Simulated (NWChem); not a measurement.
System: phosphine (PH3); SMILES P

The following NWChem deck was run.

```
start job
memory heap 200 mb stack 700 mb global 900 mb
geometry units angstroms noautosym nocenter noautoz
  P      0.000000     0.000000     0.132385
  H     -0.777774     0.908682    -0.641675
  H      1.175829     0.219230    -0.641675
  H     -0.398055    -1.127913    -0.641675
end
basis spherical
  * library 6-31g*
end
dft
  xc b3lyp
  iterations 150
end
property
  shielding 2 1 2
end
task dft property
```

Excerpt of the output:

```
             Northwest Computational Chemistry Package (NWChem) 7.3.0
             --------------------------------------------------------

                             Geometry "geometry" -> ""
                             -------------------------

 Output coordinates in angstroms (scale by  1.889725989 to convert to a.u.)

  No.       Tag          Charge          X              Y              Z
 ---- ---------------- ---------- -------------- -------------- --------------
    1 P                   15.0000     0.00000000     0.00000000     0.13238500
    2 H                    1.0000    -0.77777400     0.90868200    -0.64167500
    3 H                    1.0000     1.17582900     0.21923000    -0.64167500
    4 H                    1.0000    -0.39805500    -1.12791300    -0.64167500

 Effective nuclear repulsion energy (a.u.)      17.4805353809

                              NWChem Property Module
                              ----------------------

  itol2e modified to match energy
  convergence criterion.

                                 NWChem DFT Module
                                 -----------------

 Summary of "ao basis" -> "ao basis" (spherical)
 ------------------------------------------------------------------------------
       Tag                 Description            Shells   Functions and Types
 ---------------- ------------------------------  ------  ---------------------
 P                           6-31g*                  8       18   4s3p1d
 H                           6-31g*                  2        2   2s

  itol2e modified to match energy
  convergence criterion.

            General Information
            -------------------
          SCF calculation type: DFT
          Wavefunction type:  closed shell.
          No. of atoms     :     4
          No. of electrons :    18
           Alpha electrons :     9
            Beta electrons :     9
          Charge           :     0
          Spin multiplicity:     1
          Use of symmetry is: off; symmetry adaption is: off
          Maximum number of iterations: 150
          AO basis - number of functions:    24
                     number of shells:    14
          Convergence on energy requested:  1.00D-07
          Convergence on density requested:  1.00D-05
          Convergence on gradient requested:  5.00D-04

              XC Information
              --------------
                         B3LYP Method XC Potential
                     Hartree-Fock (Exact) Exchange  0.200
                        Slater Exchange Functional  0.800 local
                    Becke 1988 Exchange Functional  0.720 non-local
              Lee-Yang-Parr Correlation Functional  0.810
                  VWN I RPA Correlation Functional  0.190 local

             Grid Information
             ----------------
          Grid used for XC integration:  fine
          Radial quadrature: Mura-Knowles
          Angular quadrature: Lebedev.
          Tag              B.-S. Rad. Rad. Pts. Rad. Cut. Ang. Pts.
          ---              ---------- --------- --------- ---------
          P                   1.00      123           7.0       770
          H                   0.35       60           7.0       590
          Grid pruning is: on
          Number of quadrature shells:   303
          Spatial weights used:  Erf1

      Superposition of Atomic Density Guess
      -------------------------------------

 Sum of atomic energies:        -342.12482448

      Non-variational initial energy
      ------------------------------

 Total energy =    -342.328878
 1-e energy   =    -507.292122
 2-e energy   =     147.482708
 HOMO         =      -0.311596
 LUMO         =       0.098917

   convergence    iter        energy       DeltaE   RMS-Dens  Diis-err
 ---------------- ----- ----------------- --------- --------- ---------
 d= 0,ls=0.0,diis     1   -343.1244014653 -3.61D+02  1.28D-02  8.70D-02
 d= 0,ls=0.0,diis     2   -343.1364342653 -1.20D-02  4.22D-03  6.89D-03
 d= 0,ls=0.0,diis     3   -343.1377329849 -1.30D-03  8.33D-04  3.67D-04
 d= 0,ls=0.0,diis     4   -343.1378041719 -7.12D-05  1.90D-04  1.26D-05
 d= 0,ls=0.0,diis     5   -343.1378064274 -2.26D-06  4.02D-05  5.24D-07
 d= 0,ls=0.0,diis     6   -343.1378065282 -1.01D-07  2.13D-06  2.47D-09
 d= 0,ls=0.0,diis     7   -343.1378065287 -4.76D-10  9.97D-08  1.61D-12

         Total DFT energy =     -343.137806528670
      One electron energy =     -508.378888883935
           Coulomb energy =      172.111833734940
    Exchange-Corr. energy =      -24.351286760531
 Nuclear repulsion energy =       17.480535380856

 Numeric. integr. density =       18.000000309763

                       DFT Final Molecular Orbital Analysis
                       ------------------------------------

 Vector    7  Occ=2.000000D+00  E=-3.878261D-01
              MO Center= -1.4D-02,  3.6D-01, -3.4D-01, r^2= 1.7D+00
   Bfn.  Coefficient  Atom+Function         Bfn.  Coefficient  Atom+Function
  ----- ------------  ---------------      ----- ------------  ---------------
     7      0.400678  1 P  px                20     -0.279009  2 H  s
    19     -0.263902  2 H  s                  8     -0.233818  1 P  py
    22      0.223519  3 H  s                 21      0.211417  3 H  s
     3     -0.160758  1 P  px                11      0.095456  1 P  px
     4      0.093811  1 P  py                17      0.064011  1 P  d  1

 Vector    8  Occ=2.000000D+00  E=-3.878260D-01
              MO Center=  1.4D-02, -3.6D-01, -3.4D-01, r^2= 1.7D+00
   Bfn.  Coefficient  Atom+Function         Bfn.  Coefficient  Atom+Function
  ----- ------------  ---------------      ----- ------------  ---------------
     8      0.400678  1 P  py                24     -0.290135  4 H  s
    23     -0.274426  4 H  s                  7      0.233818  1 P  px
    22      0.193123  3 H  s                 21      0.182666  3 H  s
     4     -0.160758  1 P  py                20      0.097012  2 H  s
    12      0.095456  1 P  py                 3     -0.093811  1 P  px

 Vector    9  Occ=2.000000D+00  E=-2.758970D-01
              MO Center=  2.2D-07,  2.4D-07,  3.8D-01, r^2= 1.8D+00
   Bfn.  Coefficient  Atom+Function         Bfn.  Coefficient  Atom+Function
  ----- ------------  ---------------      ----- ------------  ---------------
     9      0.530280  1 P  pz                 6      0.339440  1 P  s
    13      0.310393  1 P  pz                10      0.287704  1 P  s
     5     -0.208648  1 P  pz                 2     -0.144479  1 P  s
    20     -0.115271  2 H  s                 22     -0.115271  3 H  s
    24     -0.115270  4 H  s                 19     -0.104865  2 H  s

 Vector   10  Occ=0.000000D+00  E= 3.183918D-02
              MO Center= -1.8D-03, -3.2D-03,  1.2D-01, r^2= 3.1D+00
   Bfn.  Coefficient  Atom+Function         Bfn.  Coefficient  Atom+Function
  ----- ------------  ---------------      ----- ------------  ---------------
    12      1.040038  1 P  py                24      1.041643  4 H  s
    20     -0.600660  2 H  s                 22     -0.440984  3 H  s
     8      0.406125  1 P  py                11      0.266667  1 P  px
    23      0.192622  4 H  s                  4     -0.143081  1 P  py
    19     -0.111075  2 H  s                  7      0.104131  1 P  px

[...]

          -----------------------------------------
          Chemical Shielding Tensors (GIAO, in ppm)
          -----------------------------------------

                                NWChem CPHF Module
                                ------------------

  scftype          =     RHF
  nclosed          =        9
  nopen            =        0
  variables        =      135
  # of vectors     =        3
  tolerance        = 0.10D-03
  level shift      = 0.00D+00
  max iterations   =       50
  max subspace     =       30

 SCF residual:    7.1837354463240185E-008

Iterative solution of linear equations
  No. of variables      135
  No. of equations        3
  Maximum subspace       30
        Iterations       50
       Convergence  1.0D-04

   iter   nsub   residual    time
   ----  ------  --------  ---------
     1      3    2.71D-01       7.5
     2      6    9.82D-03       8.4
     3      9    1.99D-04       9.3
     4     12    4.99D-06      10.1

      Atom:    1  P
        Diamagnetic
    967.4631      0.0000     -0.0000
      0.0000    967.4631     -0.0000
     -0.0000     -0.0000    964.8135

        Paramagnetic
   -365.1927      0.0000     -0.0001
      0.0000   -365.1925     -0.0002
     -0.0001     -0.0002   -408.6984

        Total Shielding Tensor
    602.2704      0.0000     -0.0001
      0.0000    602.2706     -0.0002
     -0.0001     -0.0002    556.1151

           isotropic =     586.8854
          anisotropy =      23.0778

          Principal Components and Axis System
                 1           2           3
              602.2706    602.2704    556.1151

      1         0.2062      0.9785      0.0000
      2         0.9785     -0.2062      0.0000
      3        -0.0000     -0.0000      1.0000

      Atom:    2  H
        Diamagnetic
     29.5622     -5.5185      4.3994
     -5.5185     31.2861     -5.1399
      4.3994     -5.1399     27.8761

        Paramagnetic
      0.6963      1.9460     -1.4212
      1.9460      0.0885      1.6604
     -1.4212      1.6604      0.5880

        Total Shielding Tensor
     30.2585     -3.5725      2.9782
     -3.5725     31.3745     -3.4795
      2.9782     -3.4795     28.4640

           isotropic =      30.0324
          anisotropy =      10.3234

          Principal Components and Axis System
                 1           2           3
               36.9146     27.2007     25.9818

      1        -0.5717      0.7597     -0.3098
      2         0.6679      0.6503      0.3620
      3        -0.4765      0.0000      0.8792
```

Level: B3LYP/6-31G* (spherical d), GIAO. The geometry was optimised at B3LYP/6-31G* (spherical d). No frequency run checked for a minimum. B3LYP is NWChem's, with the RPA form of VWN correlation. The printed shielding anisotropy is the first printed principal value minus the mean of the other two.
